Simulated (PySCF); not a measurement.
Excitations are Tamm–Dancoff values on a coarser integration grid. The basis has no diffuse functions, so Rydberg states are missing or too high.

Species: CH2ClNSi, SMILES `[C-]#[N+][SiH2]Cl` (charge 0, multiplicity 1).

**Question.** What is the computed HOMO–LUMO gap, dipole moment, S1 excitation (TDA), LUMO and T1 excitation (TDA) (PBE-D3(BJ)/def2-TZVP // PBE0-D4/def2-TZVP (PySCF))?

**Answer.** 
| Item | Result |
|---|---|
| HOMO–LUMO gap | 5.57 eV |
| dipole moment | 2.75 D |
| S1 excitation (TDA) | 6.15 eV |
| LUMO | -2.00 eV |
| T1 excitation (TDA) | 4.85 eV |
